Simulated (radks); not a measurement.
Spin polarisation of the 4f3 shell in Nd3+. Start: [Xe] 4f(up 1.5, down 1.5); electrons of 4f are moved from spin down to spin up, other shells keep equal spins. All-electron calculation, non-relativistic Kohn-Sham, PBE, spin-polarised, spherical densities, point nucleus. Program: a radial shooting solver on a logarithmic mesh with Libxc functionals.

moment (Bohr magnetons)	E - E(0) (eV)	e(4f up) (eV)	e(4f down) (eV)	5p down minus up (eV)	5s down minus up (eV)
0	0.000	-34.391	-34.391	0.000	0.000
0.75	-0.108	-34.668	-34.092	0.238	0.301
1.5	-0.432	-34.923	-33.772	0.477	0.603
2.25	-0.971	-35.156	-33.430	0.716	0.905
3	-1.726	-35.367	-33.066	0.957	1.209

At moment 3 the spin-polarisation energy is -1.726 eV and the 4f exchange splitting 2.301 eV, that is 0.767 eV per Bohr magneton; E = -I m^2/4 would give I = 0.767 eV.
